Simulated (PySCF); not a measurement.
## Electron correlation in Si²⁺ (silicon, charge +2)

[Ne] 3s2, closed-shell 1S. Computed with PySCF 2.14 in cc-pV(T+d)Z, with no relativity, point nucleus. Frozen: [Ne]; 2 electrons correlated.

Total MP2 correlation energy: -31.65 mhartree.

Same-spin part 0.00 and opposite-spin part -31.65 mhartree; SCS-MP2 scales them by 1/3 and 6/5 to -37.99 mhartree.

With two correlated electrons CCSD is exact within the correlated space (frozen core and kept virtual orbitals).

```csv
level,correlation energy (mhartree)
CCSD,-44.65
```

Diagnostics: T1 = 0.0059, D1 = 0.0083, largest double amplitude 0.116.

Cost of the coupled-cluster step: 0.11 s of wall time on 1 thread of Neoverse-V1 (shared host), for 2 correlated electrons.
